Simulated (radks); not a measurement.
The numbers below are computed, except where a source is named.
Ionisation of P2+, [Ne] 3s2 3p1, to P3+, [Ne] 3s2, under several functionals. Scalar-relativistic Kohn-Sham, spin-polarised, spherical densities, finite nucleus; open shells are filled with parallel spins first; a radial shooting solver on a logarithmic mesh with Libxc functionals.

\begin{tabular}{lrrrrrr}
functional & E(P2+) (hartree) & Exc (hartree) & IE (eV) & -e(HOMO) (eV) & <r> HOMO (bohr) & IE error (eV) \\ \hline
TASK exchange with Perdew-Wang LDA correlation & -340.86267 & -22.41238 & 29.949 & 25.102 & 1.955 & -0.254 \\
BP86 & -341.04134 & -22.59680 & 30.185 & 24.940 & 1.957 & -0.018 \\
B86b exchange with PBE correlation & -340.99537 & -22.54938 & 30.118 & 24.898 & 1.961 & -0.085 \\
MS2 meta-GGA & -341.00637 & -22.56743 & 29.963 & 24.888 & 1.963 & -0.239 \\
PBEsol & -340.26692 & -21.79752 & 30.046 & 24.825 & 1.961 & -0.156 \\
exchange-only r2SCAN & -340.48885 & -22.03764 & 29.082 & 24.154 & 1.975 & -1.121 \\
r2SCAN & -340.97135 & -22.52856 & 29.964 & 24.927 & 1.962 & -0.239 \\
\end{tabular}

NIST Atomic Spectra Database: 30.203 eV (measured). Closest: BP86. The Delta-SCF values span 1.10 eV, the total energies 0.77 hartree. The highest occupied level is 3p. Open shells are spherical and high-spin; term and fine-structure splittings are not resolved.
